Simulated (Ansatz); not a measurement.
Basis-set series for C$_{2}$H$_{6}$BCl, SMILES `BC(C)Cl`. Charge 0, multiplicity 1. Geometry: relaxed with PBE0-D4/def2-TZVP.

```tsv
functional	basis	functions	energy (Eh)	HOMO (eV)	LUMO (eV)
PBE0-D4	def2-SVP	90	-564.34968	-8.67	-0.05
PBE0-D4	def2-QZVPP	421	-564.64321	-8.72	-0.48
ωB97M-V	def2-SVP	90	-564.53787	-10.91	2.08
ωB97M-V	def2-QZVPP	421	-564.83670	-10.99	1.23
```

(1) Give the rows for def2-TZVPP. (An estimate is asked.)

## Answers

(1) Ansatz gave: 
| functional | basis | functions | energy (Eh) | HOMO (eV) | LUMO (eV) |
| --- | --- | --- | --- | --- | --- |
| PBE0-D4 | def2-TZVPP | 219 | -564.62350 | -8.71 | -0.37 |
| ωB97M-V | def2-TZVPP | 219 | -564.81785 | -10.97 | 1.50 |

Positive LUMOs are unbound and depend on the basis.
